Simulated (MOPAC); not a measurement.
Input file for MOPAC: AM1 on BHI2O (SMILES OB(I)I), a point of a torsion scan.

```
AM1 1SCF PRECISE CHARGE=0 THREADS=1
BHI2O

O     -0.74029620 1    -0.77823145 1    -0.29966742 1
B      0.22250808 1     0.10561786 1    -0.15741213 1
I      0.22040549 1     1.56863151 1     1.39580820 1
I      1.80071998 1     0.00998773 1    -1.56205884 1
H     -1.50777837 1    -0.83701232 1     0.27179526 1
```

Output:

```
*******************************************************************************
 **                                                                           **
 **                              MOPAC v23.2.5                                **
 **                                                                           **
 *******************************************************************************
 ** MOPAC's Digital Object Identifier: https://doi.org/10.5281/zenodo.6511958 **
 **                                                                           **
 ** Please cite the open-source release paper for use of this MOPAC version:  **
 ** J. E. Moussa and J. J. P. Stewart (2026)                                  **
 ** MOPAC: An open-source semiempirical molecular orbital program             **
 ** J. Open Source Softw., 11(119), 8025, https://doi.org/10.21105/joss.08025 **
 *******************************************************************************

                              AM1 CALCULATION RESULTS

 *******************************************************************************
 *  AM1        - The AM1 Hamiltonian to be used
 *
 *
 *
 *                 CHARGE ON SYSTEM = 0
 *
 *
 *
 *  PRECISE    - TIGHTER CRITERIA TO BE USED
 *  1SCF       - DO 1 SCF AND THEN STOP
 *  THREADS=1  - MULTI-THREADING NOT USED
 *  T=         - A TIME OF 172800.0 SECONDS REQUESTED
 *  DUMP=N     - RESTART FILE WRITTEN EVERY 7200.0 SECONDS REQUESTED
 *******************************************************************************
AM1 1SCF PRECISE CHARGE=0 THREADS=1
 BHI2O

   ATOM   CHEMICAL          X               Y               Z
  NUMBER   SYMBOL      (ANGSTROMS)     (ANGSTROMS)     (ANGSTROMS)

     1       O         -0.74029620  *  -0.77823145  *  -0.29966742  *
     2       B          0.22250808  *   0.10561786  *  -0.15741213  *
     3       I          0.22040549  *   1.56863151  *   1.39580820  *
     4       I          1.80071998  *   0.00998773  *  -1.56205884  *
     5       H         -1.50777837  *  -0.83701232  *   0.27179526  *



          CARTESIAN COORDINATES

    NO.       ATOM           X           Y           Z

     1         O         -0.7403     -0.7782     -0.2997
     2         B          0.2225      0.1056     -0.1574
     3         I          0.2204      1.5686      1.3958
     4         I          1.8007      0.0100     -1.5621
     5         H         -1.5078     -0.8370      0.2718

  H: (AM1): M.J.S. DEWAR ET AL, J. AM. CHEM. SOC. 107 3902-3909 (1985)
  B: (AM1): M.J.S. DEWAR ET AL, ORGANOMETALLICS, 7, 513-521 (1988)
  O: (AM1): M.J.S. DEWAR ET AL, J. AM. CHEM. SOC. 107 3902-3909 (1985)
  I: (AM1): M.J.S. DEWAR AND E. G. ZOEBISCH, THEOCHEM, 180, 1 (1988).

           Empirical Formula: H O B I2  =     5 atoms



      MOLECULAR POINT GROUP   :   Cs


      RHF CALCULATION, NO. OF DOUBLY OCCUPIED LEVELS = 12


 -------------------------------------------------------------------------------
 AM1 1SCF PRECISE CHARGE=0 THREADS=1
 BHI2O



     1SCF WAS SPECIFIED, SO BFGS WAS NOT USED
     SCF FIELD WAS ACHIEVED


                              AM1 CALCULATION
                                                       MOPAC v23.2.5 Linux




          FINAL HEAT OF FORMATION =        -57.79724 KCAL/MOL =    -241.82367 KJ/MOL


          COSMO AREA              =        132.67 SQUARE ANGSTROMS
          COSMO VOLUME            =        124.91 CUBIC ANGSTROMS

          IONIZATION POTENTIAL    =         10.463403 EV
          HOMO LUMO ENERGIES (EV) =        -10.463 -1.377
          NO. OF FILLED LEVELS    =         12
          MOLECULAR WEIGHT        =        281.6263         POINT GROUP:  Cs

          MOLECULAR DIMENSIONS (Angstroms)

            Atom       Atom       Distance
            H     5    I     4     3.87641
            I     3    O     1     3.00396
            I     4    O     1     0.00002


          SCF CALCULATIONS        =          1





   ATOM   CHEMICAL          X               Y               Z
  NUMBER   SYMBOL      (ANGSTROMS)     (ANGSTROMS)     (ANGSTROMS)

     1       O         -0.74029620  *  -0.77823145  *  -0.29966742  *
     2       B          0.22250808  *   0.10561786  *  -0.15741213  *
     3       I          0.22040549  *   1.56863151  *   1.39580820  *
     4       I          1.80071998  *   0.00998773  *  -1.56205884  *
     5       H         -1.50777837  *  -0.83701232  *   0.27179526  *

                             CARTESIAN COORDINATES

   1    O       -0.740296200    -0.778231450    -0.299667420
   2    B        0.222508080     0.105617860    -0.157412130
   3    I        0.220405490     1.568631510     1.395808200
   4    I        1.800719980     0.009987730    -1.562058840
   5    H       -1.507778370    -0.837012320     0.271795260


           Empirical Formula: H O B I2  =     5 atoms



      MOLECULAR POINT GROUP   :   Cs


                  EIGENVALUES
 -39.48893 -31.55592 -29.66680 -22.55884 -17.82693 -15.43286 -15.27127 -11.40397
 -11.12370 -11.02421 -10.75432 -10.46340  -1.37667   0.71718   1.14976   2.98135
   6.04083


              NET ATOMIC CHARGES AND DIPOLE CONTRIBUTIONS

  ATOM NO.   TYPE          CHARGE      No. of ELECS.   s-Pop       p-Pop
    1          O          -0.279834        6.2798     1.80791     4.47193
    2          B           0.001094        2.9989     1.29028     1.70863
    3          I          -0.039673        7.0397     1.97600     5.06367
    4          I           0.049393        6.9506     1.97378     4.97682
    5          H           0.269019        0.7310     0.73098
 DIPOLE           X         Y         Z       TOTAL
 POINT-CHG.    -0.567    -0.332     0.117     0.667
 HYBRID        -1.415    -0.675     0.452     1.632
 SUM           -1.982    -1.007     0.569     2.294


          ATOMIC ORBITAL ELECTRON POPULATIONS

     Atom    s        px        py        pz
    1  O   1.80791   1.33368   1.56832   1.56992
    2  B   1.29028   0.61153   0.53097   0.56612
    3  I   1.97600   1.98415   1.57237   1.50714
    4  I   1.97378   1.42127   1.97801   1.57754
    5  H   0.73098

 **********************
 *                    *
 * JOB ENDED NORMALLY *
 *                    *
 **********************




 == MOPAC DONE ==
```

The run finished.

Cost: about 0.05 core-seconds (a rough figure).
